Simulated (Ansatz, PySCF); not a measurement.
Complex: C2H4 (SMILES C=C) (first 6 atoms) with C2H6 (SMILES CC); geometry from B3LYP-D3(BJ)/def2-TZVP, rigid monomers moved along the line of their centres of mass till C1···H11 is 3.49 Å.
(charge 0, multiplicity 1):
```csv
atom,x (Å),y (Å),z (Å)
C,0.2460,0.6366,-0.0265
C,-0.2483,-0.5669,0.2207
H,-0.3875,1.5142,-0.0716
H,1.3048,0.7946,-0.1928
H,0.3852,-1.4443,0.2687
H,-1.3063,-0.7249,0.3906
C,0.3484,0.6454,4.4239
C,-0.3456,-0.7105,4.3426
H,1.3205,0.5648,4.9148
H,-0.2480,1.3635,4.9906
H,0.5118,1.0594,3.4278
H,0.2492,-1.4250,3.7706
H,-1.3173,-0.6284,3.8519
H,-0.5104,-1.1350,5.3352
```

Counterpoise-corrected where a basis set is named; no monomer relaxation. Rows marked so take none.

Correlated levels freeze the cores. Rows in 6-31G* carry no dispersion term and start afresh at each structure (6-31G* with six Cartesian d functions).

The values were computed with Ansatz (Gaussian basis) for Hartree–Fock, density functionals and correlated methods; PySCF for 6-31G* rows. Values without a source in brackets are computed.

### Question
What interaction energy does CCSD(T)/aug-cc-pVDZ give?

### Answer
-29 meV

### Question
Predict the interaction energy from BP86/6-31G* (no counterpoise).

### Answer
2 meV

### Question
What interaction energy does M06-2X/6-31G* (no counterpoise) give?

### Answer
-39 meV

Ansatz is a quantum-chemistry and plane-wave program.
